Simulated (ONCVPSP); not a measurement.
## Configuration tests for scandium (Sc) (ONCV)

scandium, optimised norm-conserving Vanderbilt (ONCV), made with ONCVPSP 4.0.1 (PBEsol, scalar-relativistic). Core [Ar], reference 3d1.5 4s1.5. Waves: 4s: rc 2.95 bohr, ncon 4, nbas 7, qcut 1.9 1/bohr, 2 projectors, debl 2.7 Ha; p scattering state at 0.38 Ha: rc 3.10 bohr, ncon 4, nbas 8, qcut 2.5 1/bohr, 2 projectors, debl 2 Ha; 3d: rc 2.05 bohr, ncon 4, nbas 9, qcut 6.9 1/bohr, 1 projector. Local part: polynomial inside 1.45 bohr (lpopt 5, dvloc0 0 Ha). Core correction: Teter function, fcfact 3.25, rcfact 1.75.

In the p channel the program set the typed energies aside and used 0.050, 2.050 Ha.

Energies are relative to the spin-unpolarised reference configuration 3d1.5 4s1.5; without spin polarisation the order of configurations can differ from experiment.

```
valence configuration  charge  ΔE all-electron (eV)  error AE − PS (meV)
              3d1 4s2       0                -0.677                  -10
          3d0 4s2 4p1       0                 2.812                  +13
```

Q: What are ΔE and the potential's error for 3d1 4s1?

A: ΔE = 6.227 eV all-electron; the error (AE − PS) is -50 meV.

Q: What are ΔE and the potential's error for 3d1 4s0?

A: ΔE = 18.878 eV all-electron; the error (AE − PS) is -463 meV.

Note: no bound ghost flagged; GHOST(+) flagged for s at 18.4 eV, p at 57.8 eV.
